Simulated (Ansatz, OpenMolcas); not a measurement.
**Errors in the atomisation enthalpy at 298 K**

6 molecules holding an element past argon; the atomisation enthalpy at 298 K in kJ/mol, computed less measured. Shapes, held fixed at every level: PBE0-D4/def2-TZVP. Thermal terms are harmonic and unscaled (PBE0-D4/def2-TZVP); the spin-orbit lowering of the free atoms is taken from their spectra. Programs: Ansatz 0.2.0, OpenMolcas 26.06. Measured values: Active Thermochemical Tables, CRC Handbook of Chemistry and Physics, NIST-JANAF tables.

Levels: A = HF/3-21G; B = HF/cc-pVDZ; C = B3LYP/cc-pVDZ; D = r2SCAN0/cc-pVDZ; E = HSE06/cc-pVDZ.

```csv
molecule,from tabulated heats,A,B,C,D,E
AsF3 (arsenic trifluoride),1326,-660,-650,-69,-150,-94
BBrCl2 (SMILES ClB(Cl)Br),1262,-507,-350,-59,-12,+7
CBr2ClF (SMILES FC(Cl)(Br)Br),1329,-807,-661,-94,-89,-25
CBr2F2 (dibromodifluoromethane),1484,-812,-690,-68,-88,-15
CBrClF2 (SMILES FC(F)(Cl)Br),1551,-865,-695,-73,-91,-18
CH2BrF (bromofluoromethane),1556,-608,-534,-49,-67,-27
```

Problem. Sum up the errors.

Solution. 
```csv
level,kind,mean error,mean absolute error,worst case
HF/3-21G,Hartree–Fock,-709.8,709.8,CBrClF2
HF/cc-pVDZ,Hartree–Fock,-596.7,596.7,CBrClF2
B3LYP/cc-pVDZ,global hybrid,-68.7,68.7,CBr2ClF
r2SCAN0/cc-pVDZ,global hybrid,-82.8,82.8,AsF3
HSE06/cc-pVDZ,range-separated hybrid,-28.7,31.0,AsF3
```

On this set HSE06/cc-pVDZ has the smallest mean absolute error and HF/3-21G the largest. HF/3-21G is too low in 6 of 6; HF/cc-pVDZ is too low in 6 of 6; B3LYP/cc-pVDZ is too low in 6 of 6; r2SCAN0/cc-pVDZ is too low in 6 of 6; HSE06/cc-pVDZ is too low in 5 of 6. The molecules' own spin-orbit binding is left out, so errors for heavy halides read too negative. Heats of the atoms come from ATcT where it has them, that of boron, 570 kJ/mol, from recent work. The levels differ in basis as well as in method. With so many references in doubt the order of the levels isn't settled. The tabulated values of AsF3, BBrCl2 are in doubt (older tables, estimates, or at odds with other calculations) and kept here. Over the 4 molecules whose values aren't doubted the mean absolute errors are A 773.0; B 645.0; C 71.0; D 83.8; E 21.2. A functional in a double-zeta set wins here by errors that cancel. Hartree–Fock lacks correlation and underbinds. Relativity is left out for As, Br. The set is small.
